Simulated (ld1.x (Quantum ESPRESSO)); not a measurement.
## Cu: ultrasoft pseudisation with PBE, scalar-relativistic reference atom.

Input for ld1.x (Quantum ESPRESSO) 7.5:

```
&input
   title='Cu', zed=29., rel=1, dft='PBE', iswitch=3,
   config='[Ar] 3d10 4s0.75 4p0.25',
   nld=3, rlderiv=4.00, eminld=-2.0, emaxld=5.0, deld=0.02
 /
 &inputp
   pseudotype=3, tm=.true., lloc=-1, rcloc=2.85,
   nlcc=.false.,
   which_augfun='PSQ', rmatch_augfun=1.00,
   file_pseudopw='Cu.UPF', file_wfcaegen='ae.wfc', file_wfcncgen='nc.wfc', file_beta='beta', file_chi='chi', file_wfcusgen='us.wfc'
 /
6
4S  1  0   0.75   0.00  1.75  2.10  0.0
4S  1  0   0.00   0.45  1.75  2.10  0.0
4P  2  1   0.25   0.00  3.45  3.70  0.0
4P  2  1   0.00   2.60  3.45  3.70  0.0
3D  3  2  10.00   0.00  1.20  1.35  0.0
3D  3  2   0.00   1.10  1.20  1.35  0.0
 &test
   configts(1)='3d10 4s0.75 4p0.25'
 /
```

Command:

```bash
ld1.x < Cu.in > Cu.out
```

The program printed (shortened: banner, matrices, multipoles, cross overlaps and the repeated all-electron block are left out):

```
Program LD1 v.7.5
     --------------------------- All-electron run ----------------------------

     Cu
     scalar relativistic calculation

     atomic number is 29.00
     dft =PBE   lsd =0 sic =0 latt =0  beta=0.20 tr2=1.0E-14
     Exchange-correlation= PBE
                           (   1   4   3   4   0   0   0)
     mesh =1199 r(mesh) = 100.25372 a.u. xmin = -7.00 dx = 0.01250
     1 Ry =  13.60569312 eV, c = 137.03599908

     n l     nl                  e(Ry)          e(Ha)          e(eV)
     1 0     1S 1( 2.00)      -650.5930      -325.2965     -8851.7693
     2 0     2S 1( 2.00)       -78.1316       -39.0658     -1063.0344
     2 1     2P 1( 6.00)       -67.4379       -33.7190      -917.5399
     3 0     3S 1( 2.00)        -8.4746        -4.2373      -115.3033
     3 1     3P 1( 6.00)        -5.3469        -2.6734       -72.7481
     3 2     3D 1(10.00)        -0.4144        -0.2072        -5.6376
     4 0     4S 1( 0.75)        -0.3704        -0.1852        -5.0395
     4 1     4P 1( 0.25)        -0.0751        -0.0376        -1.0220

     final scf error:  3.7E-15 reached in  33 iterations

     Etot =   -3309.628883 Ry,   -1654.814441 Ha,  -45029.794933 eV

     Ekin =    3358.860207 Ry,    1679.430103 Ha,   45699.621218 eV
     Encl =   -7967.945356 Ry,   -3983.972678 Ha, -108409.419333 eV
     Eh   =    1434.495687 Ry,     717.247844 Ha,   19517.308108 eV
     Exc  =    -135.039421 Ry,     -67.519711 Ha,   -1837.304925 eV

     normalization and overlap integrals

     s(1S/1S) =  1.000000  <r> =   0.0521  <r2> =    0.0037  r(max) =   0.0341
     s(2S/2S) =  1.000000  <r> =   0.2352  <r2> =    0.0653  r(max) =   0.1960
     s(2P/2P) =  1.000000  <r> =   0.2064  <r2> =    0.0523  r(max) =   0.1585
     s(3S/3S) =  1.000000  <r> =   0.7120  <r2> =    0.5865  r(max) =   0.6112
     s(3P/3P) =  1.000000  <r> =   0.7496  <r2> =    0.6653  r(max) =   0.6189
     s(3D/3D) =  1.000000  <r> =   1.0423  <r2> =    1.5515  r(max) =   0.6036
     s(4S/4S) =  1.000000  <r> =   2.8995  <r2> =    9.9486  r(max) =   2.2428
     s(4P/4P) =  1.000000  <r> =   5.1346  <r2> =   32.9081  r(max) =   3.5616

     ------------------------ End of All-electron run ------------------------

     --------------------- Generating US pseudopotential ---------------------

      Generating local potential from pseudized AE potential:
      Matching radius rcloc =   2.8500

      Local pseudo, rcloc= 2.880 Estimated cut-off energy=     2.92 Ry
      Wfc-us  4S rcutus= 2.081  Estimated cut-off energy=    10.04 Ry
      Wfc-us  4S rcutus= 2.081  Estimated cut-off energy=    11.32 Ry
      Wfc-us  4P rcutus= 3.698  Estimated cut-off energy=     5.49 Ry
      Wfc-us  4P rcutus= 3.698  Estimated cut-off energy=     6.37 Ry
      Wfc-us  3D rcutus= 1.360  Estimated cut-off energy=    62.54 Ry
      Wfc-us  3D rcutus= 1.360  Estimated cut-off energy=    92.00 Ry

     Q pseudized with Bessel functions
     Expected ecutrho=     408.6038 due to l1=  2   l2=  2

     ------------------- End of pseudopotential generation -------------------

     Computing logarithmic derivative in   4.01073
     Computing logarithmic derivative in   4.01073
     Computing the partial wave expansion
     R is outside the sphere for l=    0 j= 0.00
     R is outside the sphere for l=    0 j= 0.00
     R is outside the sphere for l=    1 j= 0.00
     R is outside the sphere for l=    1 j= 0.00
     R is outside the sphere for l=    2 j= 0.00
     R is outside the sphere for l=    2 j= 0.00

     ---------------------- Testing the pseudopotential ----------------------

     Cu
     scalar relativistic calculation

     atomic number is 29.00   valence charge is 11.00
     dft =PBE   lsd =0 sic =0 latt =0  beta=0.20 tr2=1.0E-14
     mesh =1199 r(mesh) = 100.25372 xmin = -7.00 dx = 0.01250

     n l     nl             e AE (Ry)        e PS (Ry)    De AE-PS (Ry)
     3 2     3D   1(10.00)       -0.41436       -0.41436        0.00000
     1 0     4S   1( 0.75)       -0.37040       -0.37040        0.00000
     2 1     4P   1( 0.25)       -0.07512       -0.07512        0.00000

     eps = 1.9E-15  iter =  6

     Etot =   -3309.628883 Ry,   -1654.814441 Ha,  -45029.794933 eV
     Etotps =   -99.599011 Ry,     -49.799506 Ha,   -1355.113582 eV

     Ekin =      45.621911 Ry,      22.810956 Ha,     620.717727 eV
     Encl =    -200.372909 Ry,    -100.186454 Ha,   -2726.212307 eV
     Ehrt =      99.871414 Ry,      49.935707 Ha,    1358.819815 eV
     Ecxc =     -15.695409 Ry,      -7.847705 Ha,    -213.546919 eV
     Epseu=     -29.024019 Ry,     -14.512010 Ha,    -394.891898 eV

     ---------------------- End of pseudopotential test ----------------------
```

Generation and configuration tests took about 3.8 s on one core of a shared server CPU.

Transferability test of the new file with ld1.x, input:

```
&input
   title='Cu', zed=29., rel=1, dft='PBE', iswitch=2,
   config='[Ar] 3d10 4s0.75 4p0.25'
 /
 &test
   file_pseudo='Cu.UPF', nconf=8,
   configts(1)='3d10 4s0.75 4p0.25',
   configts(2)='3d10 4s1 4p0',
   configts(3)='3d10 4s0 4p0',
   configts(4)='3d9 4s0 4p0',
   configts(5)='3d9 4s1 4p0',
   configts(6)='3d9 4s2 4p0',
   configts(7)='3d8 4s0 4p0',
   configts(8)='3d9 4s1 4p1'
 /
```

```bash
ld1.x < Cu.test.in > Cu.test.out
```

Pseudopotential blocks of its output, shortened (energy terms left out; the distinct warnings before each block abridged to one line each):

```
     ---------------------- Testing the pseudopotential ----------------------

     n l     nl             e AE (Ry)        e PS (Ry)    De AE-PS (Ry)
     3 2     3D   1(10.00)       -0.41436       -0.41436        0.00000
     1 0     4S   1( 0.75)       -0.37040       -0.37040        0.00000
     2 1     4P   1( 0.25)       -0.07512       -0.07512        0.00000

     eps = 1.8E-15  iter =  6

     Etot =   -3309.628883 Ry,   -1654.814441 Ha,  -45029.794933 eV
     Etotps =   -99.599011 Ry,     -49.799506 Ha,   -1355.113582 eV

     ---------------------- End of pseudopotential test ----------------------

          ---------------------- Testing the pseudopotential ----------------------

     n l     nl             e AE (Ry)        e PS (Ry)    De AE-PS (Ry)
     3 2     3D   1(10.00)       -0.37027       -0.37052        0.00026
     1 0     4S   1( 1.00)       -0.33878       -0.33885        0.00007
     2 1     4P   1( 0.00)       -0.05121       -0.05144        0.00023

     eps = 2.3E-15  iter =  8

     Etot =   -3309.701531 Ry,   -1654.850765 Ha,  -45030.783357 eV
     Etotps =   -99.671650 Ry,     -49.835825 Ha,   -1356.101889 eV
     dEtot_ae =      -0.072648 Ry
     dEtot_ps =      -0.072639 Ry,   Delta E=      -0.000009 Ry

     ---------------------- End of pseudopotential test ----------------------

          ---------------------- Testing the pseudopotential ----------------------

     n l     nl             e AE (Ry)        e PS (Ry)    De AE-PS (Ry)
     3 2     3D   1(10.00)       -1.00387       -1.00075       -0.00312
     1 0     4S   1( 0.00)       -0.87409       -0.87125       -0.00284
     2 1     4P   1( 0.00)       -0.48142       -0.47957       -0.00185

     eps = 1.8E-15  iter =  9

     Etot =   -3309.102669 Ry,   -1654.551334 Ha,  -45022.635421 eV
     Etotps =   -99.073640 Ry,     -49.536820 Ha,   -1347.965540 eV
     dEtot_ae =       0.526214 Ry
     dEtot_ps =       0.525371 Ry,   Delta E=       0.000843 Ry

     ---------------------- End of pseudopotential test ----------------------

          Warning: n=3, l=2 expected 0 nodes, found 1
     ---------------------- Testing the pseudopotential ----------------------

     n l     nl             e AE (Ry)        e PS (Ry)    De AE-PS (Ry)
     3 2     3D   1( 9.00)       -2.17762       -2.18058        0.00296
     1 0     4S   1( 0.00)       -1.64243       -1.63219       -0.01024  !
     2 1     4P   1( 0.00)       -1.12816       -1.12329       -0.00487

     eps = 4.4E-16  iter = 10

     Etot =   -3307.534761 Ry,   -1653.767381 Ha,  -45001.302955 eV
     Etotps =   -97.507281 Ry,     -48.753640 Ha,   -1326.654141 eV
     dEtot_ae =       2.094122 Ry
     dEtot_ps =       2.091730 Ry,   Delta E=       0.002391 Ry

     ---------------------- End of pseudopotential test ----------------------

          ---------------------- Testing the pseudopotential ----------------------

     n l     nl             e AE (Ry)        e PS (Ry)    De AE-PS (Ry)
     3 2     3D   1( 9.00)       -1.38593       -1.39273        0.00680  !
     1 0     4S   1( 1.00)       -0.99920       -0.99770       -0.00149
     2 1     4P   1( 0.00)       -0.56486       -0.56625        0.00139

     eps = 5.1E-15  iter = 12

     Etot =   -3308.850568 Ry,   -1654.425284 Ha,  -45019.205425 eV
     Etotps =   -98.818168 Ry,     -49.409084 Ha,   -1344.489666 eV
     dEtot_ae =       0.778314 Ry
     dEtot_ps =       0.780843 Ry,   Delta E=      -0.002529 Ry

     ---------------------- End of pseudopotential test ----------------------

          ---------------------- Testing the pseudopotential ----------------------

     n l     nl             e AE (Ry)        e PS (Ry)    De AE-PS (Ry)
     3 2     3D   1( 9.00)       -0.69958       -0.70615        0.00657  !
     1 0     4S   1( 2.00)       -0.42717       -0.42729        0.00012
     2 1     4P   1( 0.00)       -0.08609       -0.08750        0.00141

     eps = 7.0E-15  iter = 13

     Etot =   -3309.556741 Ry,   -1654.778371 Ha,  -45028.813395 eV
     Etotps =   -99.524063 Ry,     -49.762031 Ha,   -1354.093854 eV
     dEtot_ae =       0.072142 Ry
     dEtot_ps =       0.074949 Ry,   Delta E=      -0.002807 Ry

     ---------------------- End of pseudopotential test ----------------------

          Warning: n=1, l=0 expected 0 nodes, found 1
     ---------------------- Testing the pseudopotential ----------------------

     n l     nl             e AE (Ry)        e PS (Ry)    De AE-PS (Ry)
     3 2     3D   1( 8.00)       -3.59499       -3.63184        0.03685  !
     1 0     4S   1( 0.00)       -2.53770       -2.53770        0.00000
     2 1     4P   1( 0.00)       -1.91536       -1.91623        0.00086

     eps = 3.7E-16  iter = 11

     Etot =   -3304.666857 Ry,   -1652.333428 Ha,  -44962.283127 eV
     Etotps =   -94.622240 Ry,     -47.311120 Ha,   -1287.401156 eV
     dEtot_ae =       4.962026 Ry
     dEtot_ps =       4.976771 Ry,   Delta E=      -0.014745 Ry

     ---------------------- End of pseudopotential test ----------------------

          ---------------------- Testing the pseudopotential ----------------------

     n l     nl             e AE (Ry)        e PS (Ry)    De AE-PS (Ry)
     3 2     3D   1( 9.00)       -0.85163       -0.85628        0.00465
     1 0     4S   1( 1.00)       -0.52491       -0.52474       -0.00017
     2 1     4P   1( 1.00)       -0.15499       -0.15477       -0.00022

     eps = 1.8E-15  iter = 14

     Etot =   -3309.200967 Ry,   -1654.600483 Ha,  -45023.972836 eV
     Etotps =   -99.168978 Ry,     -49.584489 Ha,   -1349.262684 eV
     dEtot_ae =       0.427916 Ry
     dEtot_ps =       0.430033 Ry,   Delta E=      -0.002117 Ry

     ---------------------- End of pseudopotential test ----------------------
```
